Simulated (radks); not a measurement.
Values are calculated unless marked as measured or tabulated.
Problem. Species: Tb19+. Configuration: [Kr] 4d10. Level of theory: Dirac Kohn-Sham, exchange-only PBE, spin-unpolarised, spherical densities, finite nucleus; Fermi nuclear charge, rms radius 5.06 fm (a radial shooting solver on a logarithmic mesh with Libxc functionals). Some entries of the table are withheld. Estimate them.

| orbital | occ. | eigenvalue (eV) | r(max) (bohr) | <r^2> (bohr^2) |
|---|---|---|---|---|
| 1s1/2 | 2 | -52281.21 | 0.01364 | 0.0006317 |
| 2s1/2 | 2 | -9068.813 | 0.07768 | (1) |
| 2p1/2 | 2 | -8642.075 | 0.05860 | 0.007129 |
| 2p3/2 | 4 | -7895.828 | 0.06452 | 0.008360 |
| 3s1/2 | 2 | -2394.980 | 0.2200 | 0.06519 |
| 3p1/2 | 2 | -2209.686 | (2) | 0.06061 |
| 3p3/2 | 4 | -2055.197 | (3) | 0.06752 |
| 3d3/2 | 4 | -1735.829 | 0.1744 | (4) |
| 3d5/2 | 6 | -1702.195 | 0.1779 | (5) |
| 4s1/2 | 2 | -836.9849 | 0.4963 | 0.3062 |
| 4p1/2 | 2 | -762.7615 | 0.4979 | 0.3151 |
| 4p3/2 | 4 | -724.1175 | 0.5217 | 0.3444 |
| 4d3/2 | 4 | -600.6489 | 0.5193 | 0.3625 |
| 4d5/2 | 6 | -593.0258 | 0.5265 | 0.3718 |

Solution. 
(1) 2s1/2 <r^2> (bohr^2): 0.009835
(2) 3p1/2 r(max) (bohr): 0.2073
(3) 3p3/2 r(max) (bohr): 0.2197
(4) 3d3/2 <r^2> (bohr^2): 0.05371
(5) 3d5/2 <r^2> (bohr^2): 0.05562
